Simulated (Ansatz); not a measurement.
C2H6AlF, singlet, at a GFN2-xTB geometry (such geometries of metal compounds can be far from the true shape), atoms displaced at random by about 0.02 Å a coordinate. Base run: PBE0/6-31G (Ansatz, a program for electronic structure).

The Ansatz input:
Ansatz 0.2 input:
```yaml
crystal:
  periodic: [false, false, false]
  atoms:
    - {symbol: Al, position_ang: [-0.04138977, 0.01817109, 0.01058050]}
    - {symbol: C, position_ang: [1.83523293, -0.15020028, -0.75582358]}
    - {symbol: H, position_ang: [2.25395727, -1.12949111, -0.68978765]}
    - {symbol: H, position_ang: [2.53018448, 0.49233013, -0.24004422]}
    - {symbol: H, position_ang: [1.83651938, 0.13704998, -1.83564700]}
    - {symbol: C, position_ang: [-0.75086905, -0.55256556, 1.73518724]}
    - {symbol: H, position_ang: [-1.54748221, -1.26907528, 1.66404058]}
    - {symbol: H, position_ang: [-1.15490780, 0.34089326, 2.26215550]}
    - {symbol: H, position_ang: [-0.00025007, -0.96182108, 2.41433149]}
    - {symbol: F, position_ang: [-1.14450217, 0.67217146, -1.08824981]}
basis:
  gaussian:
    orbitals: 6-31G
hamiltonian:
  xc: pbe0
relax: {}
```

Variants of this job, named by their change:

```csv
change,ΔE vs base (µEh),optimiser steps,core-seconds (rough)
base,0.0,23,50
relax = escape_saddle: false,0.0,23,80
relax = f_tol: 0.0005,-0.8,37,100
relax = max_displacement: 0.5,61.4,24,70
relax = f_tol: 0.1,300,4,10
relax = f_tol: 0.002,-0.7,33,100
relax = f_tol: 0.05,278,5,20
```
